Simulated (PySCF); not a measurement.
AsH3, SMILES [AsH3].

Coordinates come from a PBE-D3(BJ)/def2-TZVPD optimisation.

All values below come from TDA-PBE/def2-TZVPD in PySCF 2.14.0.

Vertical excitations; the highest root listed may be one member of a degenerate set. Gas-phase values at a fixed geometry. State labels are in the subgroup Cs.

Computed UV-visible absorptions:
| state | symmetry | energy (eV) | λ (nm) | f | main pairs |
|---|---|---|---|---|---|
| S1 | A' | 6.45 | 192 | 0.148 | HOMO→LUMO 99 % |
| S2 | A' | 7.01 | 177 | 0.068 | HOMO→LUMO+2 (degenerate set) |
| S3 | A" | 7.01 | 177 | 0.068 | HOMO→LUMO+1 (degenerate set) |
| S4 | A" | 8.50 | 146 | 0.000 | HOMO−1→LUMO+1 50 %, HOMO−2→LUMO+2 50 % |
| S5 | A' | 8.57 | 145 | 0.088 | HOMO−1→LUMO (degenerate set) |
| S6 | A" | 8.57 | 145 | 0.088 | HOMO−2→LUMO (degenerate set) |
| S7 | A' | 8.84 | 140 | 0.001 | HOMO→LUMO+4 (degenerate set) |
| S8 | A" | 8.84 | 140 | 0.001 | HOMO→LUMO+3 (degenerate set) |
| S9 | A' | 8.98 | 138 | 0.061 | HOMO→LUMO+5 78 % |
| S10 | A' | 9.32 | 133 | 0.033 | HOMO→LUMO+6 94 % |
| T1 | A" | 5.73 | 216 | 0 | HOMO→LUMO+1 (degenerate set) |
| T2 | A' | 5.73 | 216 | 0 | HOMO→LUMO+2 (degenerate set) |
| T3 | A' | 6.06 | 205 | 0 | HOMO→LUMO 98 % |
| T4 | A' | 7.56 | 164 | 0 | HOMO−1→LUMO+2 48 %, HOMO−2→LUMO+1 48 % |
Triplets are in the Tamm–Dancoff approximation.
